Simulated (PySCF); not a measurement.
OSe (SMILES O=[Se]), triplet, at a GFN2-xTB geometry; HSE06/3-21G in PySCF.

Here is a job for PySCF.
```python
from pyscf import gto, scf, dft

mol = gto.M(
    atom='''
O    -0.000000   -0.000000   -1.298509
Se    0.000000    0.000000    0.305532
''',
    basis='3-21g',
    charge=0,
    spin=2,
    verbose=4,
)

mf = dft.UKS(mol)
mf.xc = 'hse06'
mf.kernel()
```

Output, abridged:

```
PySCF version 2.14.0

[INPUT] verbose = 4
[INPUT] num. atoms = 2
[INPUT] num. electrons = 42
[INPUT] charge = 0
[INPUT] spin (= nelec alpha-beta = 2S) = 2
[INPUT] symmetry False subgroup None
[INPUT] Mole.unit = angstrom
[INPUT] Symbol           X                Y                Z      unit          X                Y                Z       unit  Magmom
[INPUT]  1 O      0.000000000000   0.000000000000  -1.298509000000 AA    0.000000000000   0.000000000000  -2.453826380283 Bohr   0.0
[INPUT]  2 Se     0.000000000000   0.000000000000   0.305532000000 AA    0.000000000000   0.000000000000   0.577371802291 Bohr   0.0

nuclear repulsion = 89.7334927038897
number of shells = 15
number of NR pGTOs = 69
number of NR cGTOs = 31
basis = 3-21g
ecp = {}

******** <class 'pyscf.dft.uks.UKS'> ********
method = UKS
initial guess = minao
damping factor = 0
level_shift factor = 0
DIIS = <class 'pyscf.scf.diis.CDIIS'>
diis_start_cycle = 1
diis_space = 8
diis_damp = 0
SCF conv_tol = 1e-09
SCF conv_tol_grad = None
SCF max_cycles = 50
direct_scf = True
direct_scf_tol = 1e-13
number electrons alpha = 22  beta = 20
XC library pyscf.dft.libxc version 7.1.2
    S. Lehtola, C. Steigemann, M. J. T. Oliveira, and M. A. L. Marques,  SoftwareX 7, 1–5 (2018)
XC functionals = hse06
    J. Heyd, G. E. Scuseria, and M. Ernzerhof,  J. Chem. Phys. 118, 8207 (2003)
    J. Heyd, G. E. Scuseria, and M. Ernzerhof,  J. Chem. Phys. 124, 219906 (2006)
    A. V. Krukau, O. A. Vydrov, A. F. Izmaylov, and G. E. Scuseria,  J. Chem. Phys. 125, 224106 (2006)
radial grids:
    Treutler-Ahlrichs [JCP 102, 346 (1995); DOI:10.1063/1.469408] (M4) radial grids

becke partition: Becke, JCP 88, 2547 (1988); DOI:10.1063/1.454033
pruning grids: <function nwchem_prune>
grids dens level: 3
symmetrized grids: False
atomic radii adjust function: <function treutler_atomic_radii_adjust>
small_rho_cutoff = 0
Set gradient conv threshold to 3.16228e-05
tot grids = 34512
init E= -2462.41817259696

cycle= 1 E= -2464.40109521119  delta_E= -1.98  |g|= 0.544  |ddm|= 1.42
cycle= 2 E= -2463.67056917243  delta_E= 0.731  |g|= 1.26  |ddm|= 1.48
cycle= 3 E= -2464.54653802903  delta_E= -0.876  |g|= 0.0359  |ddm|= 1.18
cycle= 4 E= -2464.54644633259  delta_E= 9.17e-05  |g|= 0.0552  |ddm|= 0.0975
cycle= 5 E= -2464.54775092012  delta_E= -0.0013  |g|= 0.0224  |ddm|= 0.0364
cycle= 6 E= -2464.54797130922  delta_E= -0.00022  |g|= 0.00145  |ddm|= 0.0175
cycle= 7 E= -2464.5479725137  delta_E= -1.2e-06  |g|= 0.0002  |ddm|= 0.00172
cycle= 8 E= -2464.54797254084  delta_E= -2.71e-08  |g|= 0.000148  |ddm|= 0.000405
cycle= 9 E= -2464.54797255167  delta_E= -1.08e-08  |g|= 1.34e-05  |ddm|= 0.00014
cycle= 10 E= -2464.54797255178  delta_E= -1.01e-10  |g|= 1.49e-06  |ddm|= 1.44e-05
Extra cycle  E= -2464.54797255177  delta_E= 6.37e-12  |g|= 3.88e-06  |ddm|= 3.86e-06
converged SCF energy = -2464.54797255177  <S^2> = 2.0028916  2S+1 = 3.0019271
```
